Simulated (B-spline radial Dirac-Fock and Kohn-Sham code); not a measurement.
Two-hole binding energies of S⁶⁺

System: sulfur as S⁶⁺, configuration [He] 2s2 2p6, inside a Watson sphere of charge -6 and radius 2.4 Å (a model of the Madelung potential; inside it an electron's potential energy is raised by 36.0 eV).

The run's input, task.json:

```json
{"items": [{
  "Z": 16,
  "q": 6,
  "cfg": [[1, 0, 2], [2, 0, 2], [2, 1, 6]],
  "A": 32,
  "rrms": 3.2611,
  "watson": [-6, 2.4],
  "do": ["binding", "quiet", "double"]
}]}
```

Run with: `python xray_run.py task.json out`

Method: Dirac-Fock ΔSCF + Breit + QED. Computed with a radial finite-basis atomic code. U is the two-hole binding energy less the two single-hole energies, the effective repulsion of the holes after relaxation. Each two-hole energy is an average over J within one jj subconfiguration.

```tsv
holes	E(a) (eV)	E(b) (eV)	E(ab) (eV)	U (eV)
1s⁻²	2559.3	2559.3	5348.5	229.9
1s⁻¹ 2p1/2⁻¹	2559.3	244.6	2870.9	66.9
1s⁻¹ 2p3/2⁻¹	2559.3	243.4	2869.2	66.5
2s⁻²	308.2	308.2	665.2	48.9
2s⁻¹ 2p1/2⁻¹	308.2	244.6	597.7	44.9
2s⁻¹ 2p3/2⁻¹	308.2	243.4	596.4	44.8
2p1/2⁻²	244.6	244.6	?	?
2p1/2⁻¹ 2p3/2⁻¹	244.6	243.4	538.4	50.4
2p3/2⁻²	243.4	243.4	538.0	51.3
```

Question: Give the missing two-hole energy and U.

Answer: E(ab) = 542.7 eV and U = 53.4 eV.
